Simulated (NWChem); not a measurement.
All runs are NWChem calculations. System: C4H6Si, charge 1, spin multiplicity 2, at the geometry of a parent with another charge or spin, in a state set for the comparison that need not be this species' ground state. Its SCF solution wasn't tested for a lower state. Level: UBLYP/def2-TZVP.

The NWChem input:

```
start mol
memory heap 200 mb stack 900 mb global 1100 mb
charge 1
geometry units angstroms nocenter noautoz
  C     -0.740459     0.000000     1.291327
  C     -1.355294     0.000000     0.089561
  Si     0.000000     0.000000    -1.204987
  C      1.355294     0.000000     0.089561
  C      0.740459     0.000000     1.291327
  H     -1.280516     0.000000     2.245246
  H     -2.442339     0.000000    -0.012310
  H      0.000000     1.210924    -2.083358
  H      0.000000    -1.210924    -2.083358
  H      2.442339     0.000000    -0.012310
  H      1.280516     0.000000     2.245246
  symmetry group C2v
end
basis spherical
  * library def2-tzvp
end
dft
  xc becke88 lyp
  odft
  mult 2
  semidirect memsize 60000000 filesize 0
  iterations 100
end
task dft energy
```

Part of the output:

```
             Northwest Computational Chemistry Package (NWChem) 7.3.0
             --------------------------------------------------------

                                NWChem Input Module
                                -------------------

 Scaling coordinates for geometry "geometry" by  1.889725989
 (inverse scale =  0.529177249)

 Turning off AUTOSYM since
 SYMMETRY directive was detected!

                             Geometry "geometry" -> ""
                             -------------------------

 Output coordinates in angstroms (scale by  1.889725989 to convert to a.u.)

  No.       Tag          Charge          X              Y              Z
 ---- ---------------- ---------- -------------- -------------- --------------
    1 C                    6.0000    -0.74045900     0.00000000     1.29132700
    2 C                    6.0000    -1.35529400     0.00000000     0.08956100
    3 Si                  14.0000     0.00000000     0.00000000    -1.20498700
    4 C                    6.0000     1.35529400     0.00000000     0.08956100
    5 C                    6.0000     0.74045900     0.00000000     1.29132700
    6 H                    1.0000    -1.28051600     0.00000000     2.24524600
    7 H                    1.0000    -2.44233900     0.00000000    -0.01231000
    8 H                    1.0000     0.00000000     1.21092400    -2.08335800
    9 H                    1.0000     0.00000000    -1.21092400    -2.08335800
   10 H                    1.0000     2.44233900     0.00000000    -0.01231000
   11 H                    1.0000     1.28051600     0.00000000     2.24524600

 Effective nuclear repulsion energy (a.u.)     200.8032743941

            Nuclear Dipole moment (a.u.)
            ----------------------------
        X                 Y               Z
 ---------------- ---------------- ----------------
     0.0000000000     0.0000000000    -0.0000113384

      Symmetry information
      --------------------

 Group name             C2v
 Group number             16
 Group order               4
 No. of unique centers     6

      Symmetry unique atoms
[...]
 overlap   0.994  0.998  0.992  1.000  0.999  1.000  0.998  0.998  0.999  0.999

   alpha    101    102    103    104    105    106    107    108    109    110
    beta    101    102    103    104    105    107    106    108    109    110
 overlap   0.999  0.998  0.999  0.863  0.863  0.993  1.000  0.998  0.994  0.999

   alpha    111    112    113    114    115    116    117    118    119    120
    beta    111    112    113    114    115    117    116    118    120    119
 overlap   0.999  0.999  1.000  0.999  1.000  1.000  1.000  0.999  0.995  1.000

   alpha    121    122    123    124    125    126    127    128    129    130
    beta    121    122    123    125    124    126    127    128    129    130
 overlap   0.999  0.994  0.998  1.000  1.000  1.000  0.999  0.999  0.999  0.998

   alpha    131    132    133    134    135    136    137    138    139    140
    beta    131    132    133    134    135    136    137    138    139    140
 overlap   0.999  0.998  1.000  0.999  0.998  1.000  0.998  0.995  0.998  0.992

   alpha    141    142    143    144    145    146    147    148    149    150
    beta    141    142    143    144    145    146    147    148    149    150
 overlap   0.999  0.998  0.998  0.999  0.997  0.999  1.000  1.000  0.999  0.998

   alpha    151    152    153    154    155    156    157    158    159    160
    beta    151    152    153    154    156    155    157    158    159    160
 overlap   0.999  0.997  1.000  0.999  0.997  0.999  0.999  0.996  0.802  0.804

   alpha    161    162    163    164    165    166    167    168    169    170
    beta    161    163    162    164    165    166    167    168    169    170
 overlap   0.998  0.999  0.997  0.999  0.995  0.997  1.000  0.999  0.999  1.000

   alpha    171    172    173    174    175    176    177    178    179    180
    beta    171    172    173    174    175    176    177    178    180    179
 overlap   0.999  1.000  1.000  0.999  0.999  1.000  1.000  1.000  1.000  1.000

   alpha    181    182    183    184    185    186    187    188    189    190
    beta    181    182    183    184    185    186    187    188    189    190
 overlap   1.000  1.000  1.000  1.000  1.000  0.999  0.999  1.000  1.000  1.000

   alpha    191    192    193    194    195    196    197
    beta    191    192    193    194    195    196    197
 overlap   1.000  1.000  1.000  1.000  1.000  1.000  1.000

     --------------------------
     Expectation value of S2:
     --------------------------
      <S2> =      0.7548 (Exact =     0.7500)

 center of mass
 --------------
 x =  -0.00000000 y =   0.00000000 z =  -0.00619806

 moments of inertia (a.u.)
 ------------------
         366.749481755202           0.000000000000           0.000000000000
           0.000000000000         615.350219294241           0.000000000000
           0.000000000000           0.000000000000         269.710170316183

     Multipole analysis of the density
     ---------------------------------

     L   x y z        total         alpha         beta         nuclear
     -   - - -        -----         -----         ----         -------
     0   0 0 0      1.000000    -22.000000    -21.000000     44.000000

     1   1 0 0      0.000000      0.000000      0.000000      0.000000
     1   0 1 0      0.000000     -0.000000      0.000000      0.000000
     1   0 0 1      0.637207     -0.058077      0.695296     -0.000011

     2   2 0 0    -17.090835    -89.939074    -83.674004    156.522243
     2   1 1 0     -0.000000     -0.000000     -0.000000      0.000000
     2   1 0 1      0.000000     -0.000000      0.000000      0.000000
     2   0 2 0    -26.477891    -19.498401    -17.452257     10.472767
     2   0 1 1      0.000000      0.000000     -0.000000      0.000000
     2   0 0 2    -18.645748   -115.783476   -114.261401    211.399129

 Task  times  cpu:       15.0s     wall:       15.0s

 Total times  cpu:       15.0s     wall:       15.0s
```
